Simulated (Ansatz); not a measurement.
Gas-phase electronic energies from Ansatz, PBE0-D4/def2-TZVP geometries. CCSD(T)/CBS is the MP2 limit (def2-TZVPP, def2-QZVPP) plus CCSD(T) − MP2 in def2-TZVPP, frozen cores. def2 core potentials past Kr. For In outer-core shells are correlated without core-valence functions, which leaves a few kJ/mol of doubt a bond.

Consider the dimerisation: 2 `[F][InH2]` → `[F+]1[InH2-][F+][InH2-]1`.

```
                   species  CCSD(T)/CBS(def2) energy (Eh)
               `[F][InH2]`                     -290.81142
`[F+]1[InH2-][F+][InH2-]1`                     -581.70381
```

Question: Work out ΔE.

Answer: ΔE = (-581.70381) − 2 × (-290.81142) = -0.08097 Eh = -50.8 kcal/mol.

Largest T1 diagnostic among the species: 0.016.

From BLYP to BHLYP (50 % exact exchange), in def2-TZVPP and without D4, ΔE moves by −8.3 kcal/mol. In def2-TZVPP, CCSD(T) changes the Hartree–Fock value by −3.7 kcal/mol (the triples alone add −0.4 kcal/mol) and MP2 by −3.8 kcal/mol. The D4 term adds −3.1 kcal/mol with B3LYP and −1.7 kcal/mol with PBE0; it sums over pairs of atoms, weighted by their polarisabilities, and B3LYP, whose exchange is more repulsive, gets the larger term.

B3LYP here is the variant with VWN-RPA as its local correlation; programs differ in this.
